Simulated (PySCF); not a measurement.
## State search for SeS

Unrestricted PBE0; basis Se cc-pVTZ-PP with ECP10, S cc-pV(T+d)Z; scalar-relativistic core potentials; PySCF 2.14. Outer shells of the fragments: Se 3d10 4s2 4p4; S 3s2 3p4.

Followed along the bond (rough minima from three points):

```tsv
2Ms+1	unpaired	⟨S²⟩ at the start	R at minimum (Å)	Te (eV)
3	π ↑↑	2.01	2.03	0.00
1	π ↑↓	1.01	2.03	0.23
1	none	0.00	2.03	1.02
5	σ ↑, π ↑↑↑	6.01	none in the scan	≤ 4.11
```

Solutions found at the starting distance of 2.100 Å, counted from the lowest of them; the search is not exhaustive and high or unbound solutions are not listed, so other states can lie among these:

```
2Ms+1  unpaired   term  E (eV)  ⟨S²⟩  ⟨Lz²⟩  μ (D)
    3      π ↑↑    ³Σ⁻    0.00  2.01   0.00  -0.74
    1      π ↑↓  mixed    0.23  1.01   2.02  -0.72
    1      none  mixed    1.01  0.00   2.01  -0.71
    3      π ↑↑  mixed    2.54  2.01   2.02  -0.34
    3  σ ↑, π ↑     ³Π    4.01  2.06   1.02  -0.44
    3  σ ↑, π ↑     ³Π    4.13  2.01   1.01  -0.44
```

A term symbol is given only where ⟨S²⟩ and ⟨Lz²⟩ are close to those of a pure state; real π, δ and φ orbitals otherwise mix terms. A positive dipole means Se(−)S(+).

Spin–orbit coupling is left out. Counting both spins, an empty level lies below a filled one in some of these solutions, because spin and occupation are held.
